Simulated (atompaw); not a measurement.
**u(r) = r·R(r): atom against pseudo-atom (Ta)**

Columns: radius, all-electron u(r) and pseudo u(r) of the 5p shell (level -40.35 eV) of tantalum in the configuration [Kr] 4d10 4f14 5s2 5p6 5d3 6s1.5 6p0.5; LDA (PW92), scalar-relativistic, PAW (atompaw) scheme, atompaw 4.2.0.5.

```json
{"r (bohr)": "0.115", "all-electron": "0.2631", "pseudo": "0.0194"}
{"r (bohr)": "0.231", "all-electron": "0.0176", "pseudo": "0.0762"}
{"r (bohr)": "0.346", "all-electron": "-0.4920", "pseudo": "0.1641"}
{"r (bohr)": "0.462", "all-electron": "-0.4162", "pseudo": "0.2762"}
{"r (bohr)": "0.577", "all-electron": "-0.0265", "pseudo": "0.4000"}
{"r (bohr)": "0.692", "all-electron": "0.3895", "pseudo": "0.5251"}
{"r (bohr)": "0.808", "all-electron": "0.7112", "pseudo": "0.6415"}
{"r (bohr)": "0.923", "all-electron": "0.9088", "pseudo": "0.7377"}
{"r (bohr)": "1.038", "all-electron": "1.0020", "pseudo": "0.8074"}
{"r (bohr)": "1.154", "all-electron": "1.0176", "pseudo": "0.8467"}
{"r (bohr)": "1.269", "all-electron": "0.9812", "pseudo": "0.8540"}
{"r (bohr)": "1.385", "all-electron": "0.9132", "pseudo": "0.8316"}
{"r (bohr)": "1.500", "all-electron": "0.8294", "pseudo": "0.7847"}
{"r (bohr)": "1.615", "all-electron": "0.7397", "pseudo": "0.7198"}
{"r (bohr)": "1.731", "all-electron": "0.6500", "pseudo": "0.6436"}
{"r (bohr)": "1.846", "all-electron": "0.5656", "pseudo": "0.5647"}
{"r (bohr)": "1.962", "all-electron": "0.4875", "pseudo": "0.4877"}
{"r (bohr)": "2.077", "all-electron": "0.4178", "pseudo": "0.4179"}
{"r (bohr)": "2.192", "all-electron": "0.3562", "pseudo": "0.3562"}
{"r (bohr)": "2.308", "all-electron": "0.3019", "pseudo": "0.3019"}
{"r (bohr)": "2.423", "all-electron": "0.2552", "pseudo": "0.2552"}
{"r (bohr)": "2.538", "all-electron": "0.2152", "pseudo": "0.2152"}
{"r (bohr)": "2.654", "all-electron": "0.1806", "pseudo": "0.1806"}
{"r (bohr)": "2.769", "all-electron": "0.1515", "pseudo": "0.1515"}
{"r (bohr)": "2.885", "all-electron": "0.1266", "pseudo": "0.1266"}
{"r (bohr)": "3.000", "all-electron": "0.1058", "pseudo": "0.1058"}
```

(1) How many radial nodes do the two functions have?

(2) At about which radius was the pseudo-wave matched?

(3) Is the pseudo-wave norm-conserving?

## Answers

(1) The all-electron 5p function has n − l − 1 = 3 (the table is too coarse to show those close to the nucleus); the pseudo-wave has 0, since the states of the same l below it are removed with the core.

(2) 2.15 bohr. The columns agree to 0.0005 from 1.96 bohr on; several derivatives are matched, so the curves merge somewhat inside the radius.

(3) No, it belongs to a PAW set: the norm inside the radius is not constrained, and the difference is carried by the augmentation charge.
